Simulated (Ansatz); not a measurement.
A geometry relaxed with PBE0-D4/def2-TZVP (Ansatz, an electronic-structure program), charge 0, multiplicity 1:

```xyz
9

H     -2.0723     0.3515    -0.3887
H      1.0177     1.5570     0.6974
H      1.7079    -1.4423     0.4385
H      1.1023     1.1969    -1.0907
C      1.0145    -0.6548     0.2102
N     -1.5358    -0.3409     0.1047
C      0.8662     0.8153    -0.0929
C     -0.1920    -0.2077     0.0628
H     -1.9086    -1.2749     0.0586
```

Task: Write the SMILES of this molecule.

Result: `NC1=CC1`
